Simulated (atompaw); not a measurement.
What one change does to a pseudopotential (ruthenium (Ru), PAW (atompaw))

```
Element                 : ruthenium
Generator               : atompaw 4.2.0.5
Type                    : PAW
Functional              : PBE
Relativity              : scalar-relativistic
Frozen core             : [Kr]
Valence charge          : 8
Reference configuration : 4d7 5s1 5p0
Partial waves           : 5s (bound); 5s channel at 1.5 Ry; 5p (bound, empty); 5p channel at 3.35 Ry; 4d (bound); 4d channel at 4.4 Ry
Local potential         : troulliermartins scheme with l = 3 at -0.5 Ry, radius 2.65 bohr
Core correction         : smooth core density matched at 1.50 bohr
Augmentation charge     : sinc compensation charge, radius 2.25 bohr; PAW radius 2.90 bohr; waves and projectors: bloechl
```

Change: all radii scaled by about 1.13 (s 3.28, p 3.28, d 3.28 bohr); local potential troulliermartins scheme with l = 3 at -0.5 Ry, radius 3.00 bohr; augmentation sinc compensation charge, radius 2.56 bohr; PAW radius 3.28 bohr; waves and projectors: bloechl; core correction smooth core density matched at 1.70 bohr.

Cutoffs: the cutoffs (Ry, on a coarse ladder) from which the occupation-weighted sum of valence levels, in a spherical-Bessel basis at the reference potential, stays within 10 and 1 mRy of its value at 400 Ry; they do not see the model core or the augmentation charge, which bear on the density cutoff.

Problem. What does the change do?

Solution. The potential gets softer (25 Ry and 30 Ry → 18 Ry and 21 Ry); neither file shows a bound ghost. A larger radius leaves more room for a smooth pseudo-wave, so fewer plane waves are needed.

| quantity | base | changed |
| --- | --- | --- |
| cutoff, loose | 25 Ry | 18 Ry |
| cutoff, tight | 30 Ry | 21 Ry |
| loose cutoff by channel (10 mRy a level) | s 6 Ry, d 21 Ry | s 6 Ry, d 18 Ry |
| bound ghosts | none | none |
| lowest overlap eigenvalue by channel | s 0.35, p 0.51, d 0.60 | s 0.39, p 0.57, d 0.62 |

 The cutoffs see the waves, projectors and local potential, not the compensation charge or the core.
